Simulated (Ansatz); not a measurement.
Ansatz (a first-principles code) was given this input:
Ansatz 0.2 input:
```yaml
crystal:
  periodic: [false, false, false]
  atoms:
    - {symbol: Si, position_ang: [-0.00000000, -0.00000000, -0.54858235]}
    - {symbol: O, position_ang: [0.00000000, 0.00000000, 0.96001912]}
basis:
  gaussian:
    orbitals: 6-31G
hamiltonian:
  xc: hf
```

Task: Predict the number of basis functions from HF/6-31G (Ansatz).

Result: 22

Task: What total energy does HF/6-31G give?

Result: -363.7007 Eh
